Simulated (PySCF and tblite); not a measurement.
Values are calculated unless marked as measured or tabulated.
C₉H₁₅FSi, numbered as in [CH3:1][Si:2]([CH3:3])([CH3:4])[C:5]1=[C:6]([CH2:7][F:8])[CH2:9][CH:10]=[CH:11]1.

Level: PBE0-D3(BJ)/6-31G*//GFN2-xTB, thermal terms from GFN2-xTB, symmetry numbers and mirror pairs counted. Conformers within 2.5 kcal/mol (GFN2-xTB free energy) were kept, 4 at most. GIAO shieldings: PBE0/6-31G*. Shifts are against TMS (¹H), TMS (¹³C), CFCl3 (¹⁹F), TMS (²⁹Si) at the same level. Codes: tblite and PySCF.

Torsions listed: C1–Si2–C5–C6, C9–C6–C7–F8. The 5-ring runs over atoms 5–6–9–10–11. Of a mirror pair one member is shown.

| conformer | shape | symmetry | E(GFN2) kcal/mol | E(DFT) kcal/mol |
| --- | --- | --- | --- | --- |
| 1 | 5-ring flat; 63°, 56° | C1 (pair) | 0.05 | 0.53 |
| 2 | 5-ring flat; 161°, -126° | C1 (pair) | 0.00 | 0.00 |

Q: How much do the weights at 298.15 K and the averaged shift of C5 depend on how the conformers are weighted?

A: 
| weighting | 1 (%) | 2 (%) | δ (ppm) | rms dipole (D) |
| --- | --- | --- | --- | --- |
| DFT energy with thermal terms, symmetry and mirror images (full scheme) | 60 | 40 | 140.0 | 1.52 |
| DFT energy with symmetry and mirror images | 29 | 71 | 141.0 | 1.56 |
| bare DFT energy | 29 | 71 | 141.0 | 1.56 |
| GFN2-xTB energy with symmetry and mirror images | 48 | 52 | 140.4 | 1.54 |
| GFN2-xTB free energy | 77 | 23 | 139.4 | 1.49 |
| leading conformer alone | 100 | 0 | 138.7 | 1.46 |
| equal weights | 50 | 50 | 140.3 | 1.53 |
| full scheme, search stopped after three starts | 100 | 0 | 138.7 | 1.46 |

The largest departure from the full scheme, 1.3 ppm, comes with: leading conformer alone.
